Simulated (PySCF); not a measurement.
AlClH₅NO₂Si. Atoms are numbered in the order given.

```xyz
11

Si     1.4715     0.4693    -0.3855
Cl     2.4031    -0.4801     1.2170
N      0.0369    -0.3232    -0.8884
Al    -1.6411    -0.0057    -0.3506
O     -2.8365    -1.0486    -0.9412
O     -2.0312     1.2752     0.6860
H      1.0994     1.8303     0.0941
H      2.4857     0.5294    -1.4722
H      0.1735    -1.1507    -1.4660
H     -3.7668    -0.9942    -0.7199
H     -1.4279     1.9003     1.0884
```

Geometry: PBE0-D3(BJ)/def2-SVP. The structure was generated by enumeration; whether it is a known compound was not checked. The values are those of a single conformer.

The numbers are results of PBE/def2-TZVP in PySCF, not measurements.

Atomic charges (e):

```csv
atom,IAO,Löwdin,Mulliken
Si1,0.88,-0.14,0.34
Cl2,-0.34,0.19,-0.24
N3,-0.96,-0.16,-0.41
Al4,1.28,-0.18,0.55
O5,-0.81,-0.10,-0.50
O6,-0.81,-0.10,-0.50
H7,-0.13,-0.03,-0.05
H8,-0.12,-0.04,-0.02
H9,0.28,0.20,0.23
H10,0.37,0.18,0.31
H11,0.37,0.18,0.31
```
